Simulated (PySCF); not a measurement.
An unknown gives this computed stick spectrum. Level of theory: TDDFT PBE0/def2-SVPD, vertical, gas phase, core orbitals frozen in the response (PySCF). Geometries: GFN2-xTB, one conformer each.

```json
{"state": "S1", "E (eV)": "4.49", "λ (nm)": "276.1", "f": "0.0019"}
{"state": "S2", "E (eV)": "5.07", "λ (nm)": "244.7", "f": "0.413"}
{"state": "S3", "E (eV)": "5.26", "λ (nm)": "235.8", "f": "0.0060"}
{"state": "S4", "E (eV)": "5.40", "λ (nm)": "229.8", "f": "0.078"}
{"state": "S5", "E (eV)": "6.35", "λ (nm)": "195.1", "f": "0.0056"}
{"state": "S6", "E (eV)": "6.56", "λ (nm)": "189.0", "f": "0.0003"}
```

Triplets computed (Tamm–Dancoff): 3.23, 4.16 eV.

Question: Which structure fits? All have the formula C7H9NO.
A. `C#C/C=C(\C)CNC=O`
B. `COc1ccccc1N`
C. `[H]/N=C/[C@H]1CC=CC(=O)C1`
D. `C#CC(=O)NC1CCC1`
E. `C=C(C)C#CC(=O)NC`

Answer: E. Its S1 lies at 4.49 eV; the nearest of the others has S1 at 4.83 eV. S1 is HOMO-2→LUMO (58%), HOMO-1→LUMO (32%). Löwdin shares by element: HOMO carbon 74% or more (atoms not listed hold the other 26%); LUMO carbon 64% or more (atoms not listed hold the other 36%). At the same level the other candidates give, for their lowest levels:
- `C#C/C=C(\C)CNC=O`: 5.42 eV (f 0.334); 5.47 eV (f 0.045); 5.65 eV (f 0.091); 5.85 eV (f 0.008); 6.05 eV (f 0.000); T1 3.40 eV; HOMO -6.99, LUMO -0.99 eV
- `C#CC(=O)NC1CCC1`: 4.93 eV (f 0.000); 5.80 eV (f 0.242); 5.92 eV (f 0.000); 6.31 eV (f 0.037); 6.72 eV (f 0.006); T1 4.40 eV; HOMO -7.49, LUMO -0.93 eV
- `COc1ccccc1N`: 4.83 eV (f 0.065); 5.38 eV (f 0.009); 5.51 eV (f 0.126); 5.68 eV (f 0.002); 5.90 eV (f 0.003); T1 3.77 eV; HOMO -5.63, LUMO 0.17 eV
- `[H]/N=C/[C@H]1CC=CC(=O)C1`: 3.63 eV (f 0.000); 4.86 eV (f 0.011); 5.15 eV (f 0.002); 5.92 eV (f 0.003); 6.00 eV (f 0.244); T1 3.12 eV; HOMO -7.32, LUMO -1.75 eV

The values belong to the conformer `[CH2:1]=[C:2]([CH3:3])[C:4]#[C:5][C:6](=[O:7])[NH:8][CH3:9]`: C5–C6–N8–C9 -179°.
